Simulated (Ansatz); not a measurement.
Compare A (`F[Si@@H]1O[C@H]1[SiH3]`) with its isomer B (`O=C[SiH](F)[SiH3]`).

Isolated molecules relaxed with PBE0-D4/def2-TZVP in Ansatz; ΔE leaves out vibrations. CCSD(T)/CBS adds triple-zeta CCSD(T) − MP2 to the extrapolated MP2 energy (def2 sets, frozen cores). DFT in def2-TZVPP. B3LYP here is the variant with VWN-RPA as its local correlation; programs differ in this. One conformer a species, not always the lowest.

(1) Which is lower in electronic energy at CCSD(T)/CBS, and by how much? (An estimate is asked.)

(2) Give E(B) − E(A) in kcal/mol with CCSD(T)/def2-TZVPP, r2SCAN-D4, MP2/def2-TZVPP, HF/def2-TZVPP, B3LYP, PBE-D4, ωB97M-V. (Best estimate.)

Largest T1 diagnostic: 0.015.

Answers

(1) Computed: A, by 11.7 kcal/mol.

(2) Ansatz gave: CCSD(T)/def2-TZVPP 10.6, r2SCAN-D4 11.7, MP2/def2-TZVPP 14.8, HF/def2-TZVPP 5.1, B3LYP 7.5, PBE-D4 7.9, ωB97M-V 12.3. None reverses the order clearly.

In def2-TZVPP, CCSD(T) changes the Hartree–Fock value by +5.5 kcal/mol (the triples alone add +0.3 kcal/mol) and MP2 by +9.8 kcal/mol. From PBE to PBE0 (25 % exact exchange), in def2-TZVPP and without D4, E(B) − E(A) moves by +1.8 kcal/mol.
